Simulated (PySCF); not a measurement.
Zn(F)(GeH3) (FGeH3Zn), SMILES [Zn]([F])[GeH3].

Geometry: PBE0-D3(BJ)/def2-SVP. The structure was generated by enumeration; whether it is a known compound was not checked.

Two levels are set side by side: PBE/def2-TZVPD (PySCF) and M06-2X/def2-TZVPD (PySCF). Same geometry, gas phase. Differences are taken from unrounded values.

```tsv
quantity	PBE
orbital gap (eV)	5.61
highest occupied level (eV)	-7.44
lowest empty level (eV)	-1.83
dipole moment (D)	2.39
mean polarisability (bohr³)	62.9
```

Task: These are the PBE values. What does M06-2X give? (Estimate from the structure and the level; the computed values follow.)

Result: 
```json
[
 {"quantity": "orbital gap (eV)", "M06-2X": "8.77", "PBE minus M06-2X": "-3.16"},
 {"quantity": "highest occupied level (eV)", "M06-2X": "-9.34", "PBE minus M06-2X": "1.89"},
 {"quantity": "lowest empty level (eV)", "M06-2X": "-0.57", "PBE minus M06-2X": "-1.27"},
 {"quantity": "dipole moment (D)", "M06-2X": "2.43", "PBE minus M06-2X": "-0.04"},
 {"quantity": "mean polarisability (bohr³)", "M06-2X": "58.3", "PBE minus M06-2X": "4.5"}
]
```

PBE's occupied levels lie high since its potential decays too fast outside the molecule; exact exchange lowers them and widens the gap. Loosely held outer electrons make PBE densities more polarisable. Differences between two approximate levels are no errors against the true value.

Rough cost on one machine, each run with all the roots and properties that it gave: M06-2X against PBE about 2 times.
